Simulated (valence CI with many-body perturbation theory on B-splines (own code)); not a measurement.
Values are calculated unless marked as measured or tabulated.
Sensitivity of CI+MBPT for Mg7+

Method: valence CI with perturbative core correlation (CI+MBPT): three valence electrons over a frozen Dirac-Fock core [He], radial functions for each j: 6 s, 6 p, 5 d, 3 f, 1 g, with the one-electron correlation potential Σ1, the two-electron term Σ2, the three-electron term Σ3, Breit, model QED; selected CI, second order for the rest, scaled by the run's own slope (own B-spline code, finite nucleus).

No measured levels were compared; by estimate levels hold to about 100 cm⁻¹ or 0.05 % of their energy and the worst to 300 or 400 cm⁻¹, as in measured light ions of charge 2 to 7.

The reference run has the lowest level 2s2 2p 2P°_1/2 and an ionisation energy of 265.864 eV. Its largest variational space holds 4300 state functions.

Reference levels: 2s2 2p 2P°_3/2 3299, 2s 2p2 4P_1/2 129655, 2s 2p2 4P_3/2 130798, 2s 2p2 4P_5/2 132465, 2s 2p2 2D_5/2 232481, 2s 2p2 2D_3/2 232518, 2s 2p2 2S_1/2 298787, 2s 2p2 2P_1/2 319110, 2s 2p2 2P_3/2 321106, 2p3 4S°_3/2 413466, 2p3 2D°_5/2 465911, 2p3 2D°_3/2 466000 cm⁻¹.

Q: Rank these changes by the mean size of the shift of these levels, smallest first.
A. highest l in the core sums 6 → 2
B. natural orbitals for correlation on → off
C. Breit term on → off

A: C (140 cm⁻¹), A (350 cm⁻¹), B (3100 cm⁻¹).
